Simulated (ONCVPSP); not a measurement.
**ruthenium: excitation energies, all-electron against ONCV**

| Property | Result |
| --- | --- |
| Element | ruthenium |
| Generator | ONCVPSP 4.0.1 |
| Type | optimised norm-conserving Vanderbilt (ONCV) |
| Functional | LDA (Perdew-Zunger) |
| Relativity | fully relativistic |
| Frozen core | [Ar] 3d10 |
| Valence charge | 16 |
| Reference configuration | 4s2 4p6 4d7 5s1 |
| Partial waves | 4s+5s: rc 1.70 bohr, ncon 5, nbas 8, qcut 5.5 1/bohr, 3 projectors, debl 3.3 Ha; 4p: rc 1.90 bohr, ncon 4, nbas 8, qcut 6.4 1/bohr, 2 projectors, debl 1.5 Ha; 4d: rc 1.60 bohr, ncon 3, nbas 6, qcut 5.5 1/bohr, local |
| Local potential | the d channel |
| Core correction | Teter function, fcfact 2.75, rcfact 1.65 |

Open shells are filled in proportion to 2j + 1.

In the p channel the program set the typed energies aside and used -1.670, 0.250 Ha (j = l + 1/2; the other j can differ).

Energies are relative to the spin-unpolarised reference configuration 4s2 4p6 4d7 5s1; without spin polarisation the order of configurations can differ from experiment. The d channel is local and has no spin–orbit splitting in the pseudo-atom.

| valence configuration | charge | ΔE all-electron (eV) | error AE − PS (meV) |
| --- | --- | --- | --- |
| 4s2 4p6 4d7 5s0 | +1 | 7.615 | -0.9 |
| 4s2 4p6 4d6 5s0 | +2 | 26.052 | -11 |
| 4s2 4p6 4d5 5s0 | +3 | 56.897 | -31 |

Q: What are ΔE and the potential's error for 4s2 4p6 4d6 5s1?

A: ΔE = 10.323 eV all-electron; the error (AE − PS) is -6.3 meV.

Note: ghosts flagged at negative energy: p3/2 at -95.0 eV, p1/2 at -22.3 eV; GHOST(+) flagged for s at 308.3 eV. A true bound ghost makes a file unfit for plane-wave use.
